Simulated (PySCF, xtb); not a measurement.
BF₂H₃O₂Si, SMILES OB(O)[SiH](F)F. The values are those of a single conformer.

Harmonic wavenumbers (cm⁻¹) from GFN2-xTB run with xtb at its own minimum, in rising order: 22, 101, 129, 228, 306, 371, 452, 566, 584, 636, 683, 689, 782, 809, 957, 976, 1228, 1278, 2364, 3570, 3640.

**Question.** What does PBE-D3(BJ)/def2-SVP (PySCF 2.14.0) give at its own minimum? (Estimate from the structure and the level; the computed values follow.)

**Answer.** 54, 98, 155, 264, 324, 365, 488, 568, 595, 642, 769, 807, 834, 909, 988, 1009, 1279, 1431, 2189, 3672, 3695. Paired by order, the mean absolute difference is 54 cm⁻¹ and the zero-point energies are 29.1 and 30.2 kcal/mol.
